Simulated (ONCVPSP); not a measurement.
# What one change does to a pseudopotential (Ho, ONCV)

```json
{
  "Element": "Ho (Z = 67)",
  "Generator": "ONCVPSP 4.0.1",
  "Type": "optimised norm-conserving Vanderbilt (ONCV)",
  "Functional": "LDA (Perdew-Zunger)",
  "Relativity": "scalar-relativistic",
  "Frozen core": "[Xe] 4f10",
  "Valence charge": "3",
  "Reference configuration": "5d1 6s2",
  "Partial waves": "6s: rc 2.95 bohr, ncon 5, nbas 8, qcut 1.8 1/bohr, 2 projectors, debl 0.4 Ha; p scattering state at 0.32 Ha: rc 3.85 bohr, ncon 4, nbas 8, qcut 2 1/bohr, 1 projector; 5d: rc 3.70 bohr, ncon 5, nbas 9, qcut 4.4 1/bohr, 2 projectors, debl 3.3 Ha",
  "Local potential": "polynomial inside 2.95 bohr (lpopt 1, dvloc0 0 Ha)",
  "Core correction": "none"
}
```

In the p channel the program set the typed energies aside and used 0.050 Ha.

Change: s: qcut 1.6; p: qcut 1.7; d: qcut 3.8.

Cutoffs: the cutoffs (Ha) at which the residual kinetic energy of the hardest occupied pseudo-wave falls to 1 and 0.1 mHa per electron; they do not see the model core or the augmentation charge, which bear on the density cutoff. Errors are all-electron minus pseudo energies relative to the spin-unpolarised reference configuration.

How do hardness, ghosts and transferability respond?

The potential gets softer (6.5 Ha and 10 Ha → 5.7 Ha and 9.7 Ha); the errors of the 4 common tests hardly move; neither file shows a bound ghost.

```tsv
quantity	base	changed
cutoff, loose	6.5 Ha	5.7 Ha
cutoff, tight	10 Ha	9.7 Ha
loose cutoff by channel	s 3.2 Ha, d 6.5 Ha	s 3.8 Ha, d 5.7 Ha
bound ghosts	none	none
GHOST(+) flags under 300 eV	s at 25.5 eV	s at 26.0 eV
error for 5d1 6s1, meV [ΔE 7.16 eV]	+14	+13
error for 5d1 6s0, meV [ΔE 20.04 eV]	+132	+121
error for 5d1 6s1.5, meV [ΔE 2.89 eV]	+2.2	+2.0
error for 5d1.5 6s1.5, meV [ΔE 1.10 eV]	+15	+17
s: phases at 3.00 bohr within 0.05 rad from the reference energy up to (Ha; the scan ends near 5)	0.9	0.9
p: phases at 3.90 bohr within 0.05 rad from the reference energy up to (Ha; the scan ends near 5)	0.5	0.4
d: phases at 3.76 bohr within 0.05 rad from the reference energy up to (Ha; the scan ends near 5)	0.3	0.3
```

Changed file: The cutoffs count occupied waves only; projector 2 of the d channel, the hardest unoccupied one, needs 17 Ha at the loose tolerance.
